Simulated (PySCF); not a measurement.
SMILES CCC[SiH2]C(=O)OC (C5H12O2Si), GFN2-xTB optimised geometry.

```
20

C      1.99    -2.68    -1.09
C      2.65    -1.38    -0.64
C      1.77    -0.16    -0.89
Si     0.12    -0.15     0.05
C     -0.55     1.65     0.00
O      0.11     2.66    -0.01
O     -1.88     1.65     0.00
C     -2.53     2.92     0.00
H      1.72    -2.62    -2.15
H      2.66    -3.52    -0.96
H      1.08    -2.86    -0.52
H      3.60    -1.26    -1.18
H      2.88    -1.45     0.42
H      1.59    -0.08    -1.97
H      2.33     0.74    -0.62
H     -0.92    -1.00    -0.53
H      0.32    -0.49     1.47
H     -2.18     3.52    -0.84
H     -3.60     2.72    -0.09
H     -2.32     3.45     0.93
```

Density from B3LYP/def2-SVP in PySCF at that geometry.

Minimum of the electron density along straight lines between bonded atoms, close to the bond critical point (lines longer than 1.1 times the sum of covalent radii, or with two minima, are not listed):

```
bond     length / Å  ρ at the minimum / e bohr⁻³  ∇²ρ there / e bohr⁻⁵  position (fraction from the first atom)
-------  ----------  ---------------------------  --------------------  ---------------------------------------
C1–C2         1.522                        0.247                 -0.57                                     0.50
C2–C3         1.528                        0.241                 -0.54                                     0.50
C3–Si4        1.901                        0.114                  0.29                                     0.62
Si4–C5        1.917                        0.109                  0.31                                     0.38
C5–O6         1.207                            …                  0.33                                     0.33
C5–O7         1.338                        0.301                     …                                     0.33
O7–C8         1.425                        0.245                     …                                     0.66
C1–H9         1.088                        0.277                 -1.01                                     0.62
C1–H10        1.088                        0.277                 -1.02                                     0.62
C1–H11        1.087                        0.277                 -1.01                                     0.62
C2–H12        1.093                        0.277                 -1.00                                     0.62
C2–H13        1.092                        0.278                 -1.01                                     0.62
C3–H14        1.093                        0.271                 -0.95                                     0.62
C3–H15        1.093                        0.272                 -0.97                                     0.63
Si4–H16       1.465                        0.118                  0.34                                     0.49
Si4–H17       1.469                        0.116                  0.33                                     0.49
C8–H18        1.092                        0.283                 -1.10                                     0.64
C8–H19        1.087                        0.286                 -1.12                                     0.64
C8–H20        1.092                        0.283                 -1.09                                     0.64
```

**Question.** Some entries are withheld; supply them.

**Answer.** 
- C5–O6, ρ at the minimum / e bohr⁻³: 0.414
- C5–O7, ∇²ρ there / e bohr⁻⁵: -0.27
- O7–C8, ∇²ρ there / e bohr⁻⁵: -0.36
